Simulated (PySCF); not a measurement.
**Electron correlation in O²⁺ (oxygen, charge +2)**

[He] 2s1 2p3, high-spin 5S determinant (an excited configuration). Calculation: PySCF 2.14, in ANO-RCC-VTZP; the spin-free X2C one-electron Hamiltonian (Gaussian nucleus). Frozen: nothing; 6 electrons correlated.

| level | correlation energy (mhartree) |
| --- | --- |
| CCSD | -34.97 |
| (T) | -0.11 |
| CCSD(T) | -35.08 |

Diagnostics: T1 = 0.0011, D1 = 0.0020, largest double amplitude 0.019.

Q: Is a single reference adequate?

A: Yes: T1 lies below 0.03 and no double amplitude reaches 0.07.
